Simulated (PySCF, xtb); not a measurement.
CH3Cd, SMILES [Cd+][CH3], charge +1.

Harmonic wavenumbers (cm⁻¹) from GFN2-xTB (xtb) at its own minimum, in rising order: 421, 715, 715, 1125, 1314, 1314, 2895, 2927, 2928.

Task: What does B3LYP-D3(BJ)/def2-TZVP (PySCF) give at its own minimum? (An estimate is asked for; the answer gives what the named calculation found.)

Result: 385, 773, 773, 1142, 1423, 1423, 3079, 3227, 3227. Paired by order, the mean absolute difference is 130 cm⁻¹ and the zero-point energies are 20.5 and 22.1 kcal/mol.
